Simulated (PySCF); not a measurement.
## Cost of excited-state runs on SMILES N#Cc1nn([SiH3])cp1, C$_{3}$H$_{4}$N$_{3}$PSi

Molfile (atoms numbered from 1):
```
C3H4N3PSi
     RDKit          3D

 12 12  0  0  0  0  0  0  0  0999 V2000
    4.0870    0.1775   -0.6317 N   0  0  0  0  0  0  0  0  0  0  0  0
    2.9900   -0.0240   -0.3632 C   0  0  0  0  0  0  0  0  0  0  0  0
    1.6688   -0.3271    0.0013 C   0  0  0  0  0  0  0  0  0  0  0  0
    0.6592    0.4277   -0.3667 N   0  0  0  0  0  0  0  0  0  0  0  0
   -0.4846   -0.0453    0.0887 N   0  0  0  0  0  0  0  0  0  0  0  0
   -1.8896    0.9326   -0.3753 Si  0  0  0  0  0  4  0  0  0  0  0  0
   -0.3871   -1.1760    0.8172 C   0  0  0  0  0  0  0  0  0  0  0  0
    1.2226   -1.7479    0.9887 P   0  0  0  0  0  0  0  0  0  0  0  0
   -1.6535    2.2485    0.2035 H   0  0  0  0  0  0  0  0  0  0  0  0
   -1.9067    0.9152   -1.8320 H   0  0  0  0  0  0  0  0  0  0  0  0
   -3.0185    0.2269    0.2282 H   0  0  0  0  0  0  0  0  0  0  0  0
   -1.2865   -1.6089    1.2153 H   0  0  0  0  0  0  0  0  0  0  0  0
  1  2  3  0
  2  3  1  0
  3  4  2  0
  4  5  1  0
  5  6  1  0
  5  7  1  0
  7  8  2  0
  8  3  1  0
  6  9  1  0
  6 10  1  0
  6 11  1  0
  7 12  1  0
M  END
```

PySCF with density fitting, on 1 thread of an Arm Neoverse N1, shared host. Command: `OMP_NUM_THREADS=1 python excited_run.py task.json out`

Q: How long does each of these runs take, and how much memory?
- magnetisability and related constants, B97-2/pcSseg-1; isotopologues
- magnetisability and related constants, LDA/pcseg-1; usual settings

A: 
| run | level | basis functions | wall time | peak memory (GiB) |
| --- | --- | --- | --- | --- |
| magnetisability and related constants | B97-2/pcSseg-1 | 170 | 44 s | 0.76 |
| magnetisability and related constants | LDA/pcseg-1 | 140 | 31 s | 0.53 |

Times from a shared host are rough.
